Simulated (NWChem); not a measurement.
System: SiNH5O; SMILES N[SiH2]O

NWChem input:

```
start job
memory heap 200 mb stack 900 mb global 1100 mb
geometry units angstroms noautoz
  Si    -0.469113     0.031487    -0.000660
  N      0.411711    -1.439525     0.004138
  O      0.541997     1.362221     0.006839
  H     -1.334949     0.083329     1.218264
  H     -1.310345     0.017823    -1.235100
  H      0.822933    -1.778107    -0.858144
  H      0.987138    -1.689388     0.800595
  H      0.144439     2.207923     0.233372
end
basis spherical
  * library def2-tzvp
end
dft
  xc xtpss03 ctpss03
  iterations 150
  mulliken
end
task dft energy
```

Coordinates come from a PBE0/def2-SVP optimisation.

Give the results of this calculation. (TPSS/def2-TZVP.) Quantities: basis functions; energy (Ha); highest occupied level (eV); orbital gap (eV); dipole (D).


```json
{
  "number_of_basis_functions": "129",
  "energy (Ha)": "-422.66",
  "highest occupied level (eV)": "-6.37",
  "orbital gap (eV)": "6.54",
  "dipole (D)": "0.45"
}
```
